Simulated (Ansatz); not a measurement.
## Molecular dynamics of CH7AlSi2

Input:

```yaml
crystal:
  periodic: [false, false, false]
  atoms:
    - { symbol: C, position_ang: [-1.323381, 1.368034, -0.237089] }
    - { symbol: Si, position_ang: [-0.495493, -0.208113, 0.420641] }
    - { symbol: Al, position_ang: [1.557007, -0.467699, 1.366598] }
    - { symbol: Si, position_ang: [1.173035, -1.277222, -0.726783] }
    - { symbol: H, position_ang: [-2.024135, 1.140436, -1.059695] }
    - { symbol: H, position_ang: [-1.900384, 1.879967, 0.553469] }
    - { symbol: H, position_ang: [-0.585542, 2.090662, -0.625944] }
    - { symbol: H, position_ang: [-1.556708, -1.12466, 0.845363] }
    - { symbol: H, position_ang: [2.545841, -0.199669, 2.492957] }
    - { symbol: H, position_ang: [1.716301, -0.587492, -1.896148] }
    - { symbol: H, position_ang: [0.958859, -2.671343, -1.112669] }
basis:
  gaussian: { orbitals: STO-3G }
hamiltonian:
  xc: pbe
md:
  timestep: 0.5
  n_steps: 600
  ensemble: nvt_langevin
  temperature: 500.0
  initial_velocities: maxwell_boltzmann
  seed: 354777
  friction: 0.05
scf:
  lower_state_search: "off"
```

Run as:

```bash
$ ansatz run input.yaml --threads 1 --pin off --max-ram 2048MiB --backend cpu --events-out ev --progress --plain --runs-dir out
```

It starts from a relaxed structure.

Output, in part (step lines, the closing report, with atoms numbered from 0):

```
md step     0: t =     0.00 fs  T =   454.5 K  F+E_penalty+E_count = -23212.12463009 eV  E_kin = 0.646300 eV  (13 SCF iters)
md step     1: t =     0.50 fs  T =   513.0 K  F+E_penalty+E_count = -23212.11548754 eV  E_kin = 0.729449 eV  (17 SCF iters)
md step     2: t =     1.00 fs  T =   467.7 K  F+E_penalty+E_count = -23212.08833676 eV  E_kin = 0.665049 eV  (17 SCF iters)
md step     3: t =     1.50 fs  T =   454.9 K  F+E_penalty+E_count = -23212.04960377 eV  E_kin = 0.646783 eV  (17 SCF iters)
md step     4: t =     2.00 fs  T =   452.6 K  F+E_penalty+E_count = -23212.01012522 eV  E_kin = 0.643605 eV  (17 SCF iters)
md step     5: t =     2.50 fs  T =   483.9 K  F+E_penalty+E_count = -23211.97587406 eV  E_kin = 0.688088 eV  (17 SCF iters)
md step     6: t =     3.00 fs  T =   443.1 K  F+E_penalty+E_count = -23211.94856455 eV  E_kin = 0.630073 eV  (17 SCF iters)
md step     7: t =     3.50 fs  T =   379.3 K  F+E_penalty+E_count = -23211.93050053 eV  E_kin = 0.539281 eV  (17 SCF iters)
[... lines left out ...]
md step   597: t =   298.50 fs  T =   464.8 K  F+E_penalty+E_count = -23211.58927532 eV  E_kin = 0.660934 eV  (18 SCF iters)
md step   598: t =   299.00 fs  T =   453.8 K  F+E_penalty+E_count = -23211.59890768 eV  E_kin = 0.645253 eV  (18 SCF iters)
md step   599: t =   299.50 fs  T =   447.6 K  F+E_penalty+E_count = -23211.59232458 eV  E_kin = 0.636461 eV  (18 SCF iters)
md step   600: t =   300.00 fs  T =   443.0 K  F+E_penalty+E_count = -23211.56867398 eV  E_kin = 0.629894 eV  (18 SCF iters)
Total energy: -23211.56869952 eV, -853.0094163411 hartree
Atom 0 at    -1.367944     0.746825     0.201171 Å, force    -0.895800    -2.242868     2.373118 eV/Å
Atom 1 at    -0.245386    -0.802019     0.584269 Å, force     0.890189     1.134868     0.604649 eV/Å
Atom 2 at     1.997329    -0.202351     1.292174 Å, force    -1.987240    -0.458710    -1.789031 eV/Å
Atom 3 at     1.475682    -0.871250    -0.893824 Å, force     0.787269    -1.137054     1.624196 eV/Å
Atom 4 at    -2.060880     0.583275    -0.609234 Å, force    -0.277180    -0.236893    -1.105511 eV/Å
Atom 5 at    -2.039255     1.037430     1.058799 Å, force     0.889992    -0.015222    -0.398432 eV/Å
Atom 6 at    -0.686175     1.519287    -0.032477 Å, force     0.832076     1.822668    -0.499783 eV/Å
Atom 7 at    -1.003812    -1.979175     0.999943 Å, force    -0.191442    -0.048938     0.010778 eV/Å
Atom 8 at     3.185070     0.481754     1.909800 Å, force     0.232411     0.097989     0.503537 eV/Å
Atom 9 at     1.204869    -0.066816    -2.024502 Å, force    -0.007162     0.565679    -1.185536 eV/Å
Atom 10 at     1.849869    -2.254079    -1.290593 Å, force    -0.273113     0.518482    -0.137984 eV/Å
Dipole moment:     0.217456     0.048142     0.413243 e Å
```

The steps, from the saved trajectory:

```tsv
time (fs)	T (K)	potential energy less start (eV)
0	455	0.000
10	237	0.483
20	274	0.480
30	450	0.458
40	265	0.709
50	541	0.817
60	690	0.586
70	187	0.660
80	394	0.410
90	404	0.466
100	498	0.445
110	645	0.508
120	587	0.732
130	517	0.546
140	420	0.592
150	455	0.343
160	292	0.491
170	340	0.563
180	558	0.658
190	537	1.113
200	908	0.509
210	897	0.662
220	794	0.739
230	749	0.676
240	426	0.755
250	391	0.583
260	487	0.564
270	596	0.431
280	698	0.537
290	540	0.549
300	443	0.556
```

The run went to its last step. A run of 0.3 ps of so small a system gives no equilibrium averages. Limits of this set-up: minimal basis.

The same pairs are bonded in the first frame and the last. Pairs count as bonded within 1.25 times the sum of covalent radii (0.12 Å more for H–H).

Last frame:

```xyz
11
Properties=species:S:1:pos:R:3
C -1.368 0.747 0.201
Si -0.245 -0.802 0.584
Al 1.997 -0.202 1.292
Si 1.476 -0.871 -0.894
H -2.061 0.583 -0.609
H -2.039 1.037 1.059
H -0.686 1.519 -0.033
H -1.004 -1.979 1.000
H 3.185 0.482 1.910
H 1.205 -0.067 -2.025
H 1.850 -2.254 -1.291
```

Time of the run: 16 min on 1 thread of Arm Neoverse V1, on a shared host, peak memory 0.083 GiB.
